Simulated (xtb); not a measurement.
H7NSi2, SMILES [SiH3][SiH2]N. All values are semi-empirical tight-binding results from xtb (GFN2-xTB unless named), good for trends rather than for accurate numbers. Coordinates come from a GFN2-xTB optimisation. One conformer was computed; it need not be the lowest.

Computed properties:
```yaml
orbital_gap: 4.26 eV
dipole_moment: 1.03 D
zero_point_energy: 40.6 kcal/mol
G − E(el) at 298.15 K (modified RRHO): 22.0 kcal/mol
static polarisability (D4 model): 70.4 bohr³
solvation energy, GFN2-xTB/ALPB(water): -2.4 kcal/mol
solvation energy, GFN2-xTB/ALPB(hexane): -1.5 kcal/mol
```
